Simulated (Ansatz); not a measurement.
`CO[Si](O)(Cl)Br`, relaxed with RKS PBE0-D4/def2-TZVP in Ansatz 0.2.0 from a GFN2-xTB geometry. The force threshold is 0.005 eV/Å; the program also tests the step.

Charge 0, multiplicity 1.

Start:

```xyz
10

C    -1.312   -0.884   -0.473
O     0.035   -0.491   -0.451
Si    0.731    0.771    0.267
O     2.317    0.619    0.060
Cl    0.192    2.548   -0.465
Br    0.249    0.647    2.412
H    -1.693   -0.999    0.545
H    -1.917   -0.145   -1.001
H    -1.363   -1.840   -0.992
H     2.761   -0.225    0.097
```

```
         step  energy (eV)  largest force (eV/Å)  largest move (Å)
            1  -95630.2425                 0.794             0.000
            2  -95630.2760                 0.309             0.069
            3  -95630.2809                 0.255             0.020
            4  -95630.2866                 0.098             0.041
            5  -95630.2891                 0.080             0.026
            6  -95630.2906                 0.075             0.025
            7  -95630.2912                 0.109             0.020
            8  -95630.2922                 0.029             0.035
            9  -95630.2930                 0.018             0.049
10 (rejected)  -95630.2797                 1.088             0.146
           11  -95630.2932                 0.035             0.040
           12  -95630.2934                 0.043             0.026
           13  -95630.2934                 0.020             0.003
           14  -95630.2935                 0.004             0.009
           15  -95630.2935                 0.009             0.009
16 (rejected)  -95630.2738                 0.909             0.020
           17  -95630.2935                 0.001             0.002
```

End:

```xyz
10

C    -1.337   -0.864   -0.476
O     0.045   -0.564   -0.493
Si    0.765    0.686    0.229
O     2.357    0.636   -0.036
Cl    0.096    2.450   -0.516
Br    0.313    0.614    2.396
H    -1.690   -1.017    0.547
H    -1.915   -0.060   -0.940
H    -1.484   -1.781   -1.046
H     2.850   -0.099    0.334
```

Run time 78 s (2 threads of an AMD EPYC 7R13 on a shared host and a share of an NVIDIA H100 80 GB); peak host memory 0.91 GiB.
